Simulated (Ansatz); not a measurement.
Worked example: the enthalpy of formation of CHBrF2 (bromodifluoromethane)

CHBrF2: 5 atoms, total charge 0, spin state singlet. SMILES: `FC(F)Br`. Geometry: relaxed at PBE0-D4/def2-TZVP.

Total energies at r2SCAN/aug-cc-pVDZ (Ansatz 0.2.0); the atoms run unrestricted:

| species | state | energy (Eh) |
| --- | --- | --- |
| CHBrF2 | singlet | -2812.428347 |
| F | doublet | -99.696441 |
| C | triplet | -37.827841 |
| Br | doublet | -2574.067512 |
| H | doublet | -0.499471 |

Harmonic wavenumbers at PBE0-D4/def2-TZVP, in cm⁻¹: 316, 324, 590, 720, 1136, 1168, 1298, 1370, 3141.

Measured heats of formation of the gaseous atoms at 298.15 K, in kJ/mol: F 79.4, C 716.9, Br 111.9, H 218.0. Spin-orbit lowering of the atoms at 298 K (mean of the ground term's levels less their thermal mean, from spectra), in kJ/mol: F 1.29, C 0.02, Br 14.69. Take 1 Eh = 2625.50 kJ/mol, 1 cm⁻¹ = 0.0119627 kJ/mol, RT = 2.479 kJ/mol.

Question: Work out the heat of formation of the gas at 298 K.

Answer: 
1. Electronic atomisation energy: 2 × (-99.696441) + (-37.827841) + (-2574.067512) + (-0.499471) − (-2812.428347) = 0.640641 Eh = 1682.0 kJ/mol.
2. Zero-point energy: half the sum of the wavenumbers, 5031.5 cm⁻¹ = 60.2 kJ/mol.
3. Thermal vibrational enthalpy, Σ hcν̃/(exp(hcν̃/kT) − 1): 2.9 kJ/mol. Translation, rotation and pV of a non-linear molecule: 4 RT = 9.9 kJ/mol.
4. The 5 free atoms carry 5/2 RT each: 31.0 kJ/mol.
5. Spin-orbit coupling lowers the free atoms by 2 × 1.29 + 0.02 + 14.69 = 17.3 kJ/mol.
6. Atomisation enthalpy at 298 K: 1682.0 − 17.3 − 60.2 − 2.9 − 9.9 + 31.0 = 1622.7 kJ/mol.
7. Sum of the atoms' heats of formation: 1205.6 kJ/mol. Heat of formation: 1205.6 − 1622.7 = -417.1 kJ/mol.

The tabulated value is -424.2 kJ/mol (Active Thermochemical Tables), so this level is off by +7.1 kJ/mol, or 0.4 % of the atomisation enthalpy that the table implies (1629.7 kJ/mol). So close a hit in a small basis owes something to errors that cancel. Relativity is left out. Anharmonicity and any spin-orbit splitting of the molecule are left out.
